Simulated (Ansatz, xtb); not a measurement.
System: CH2Cl (charge +1, singlet). 
Coordinates optimised at B3LYP-D3(BJ)/def2-TZVP (Ansatz, a first-principles code):
```
C
H 1 1.0896
H 1 1.0896 2 121.41
Cl 1 1.5938 2 119.29 3 180.00
```
Charge +1, spin multiplicity 1.

Harmonic wavenumbers from GFN2-xTB (xtb, at its own minimum), cm⁻¹: 965, 982, 1020, 1322, 2886, 2917.

Question: Give the harmonic wavenumbers at B3LYP-D3(BJ)/def2-TZVP (Ansatz, finite differences of forces, unscaled).

Answer: 1047, 1047, 1153, 1475, 3084, 3218 cm⁻¹. Zero-point energy 15.8 kcal/mol.

Question: From these and the geometry, give the ideal-gas thermochemistry at 298.15 K and 1 atm (rigid rotor, harmonic oscillator).

Answer: Point group C2v, rotational symmetry number 2. Rotational constants 277.6, 17.71, 16.65 GHz. S(trans) 37.62, S(rot) 17.54, S(vib) 0.22, S(elec, spin only) 0.00, S 55.4 cal/(mol K). H(298) - H(0) 2.42 kcal/mol; G - E(el) 1.7 kcal/mol.
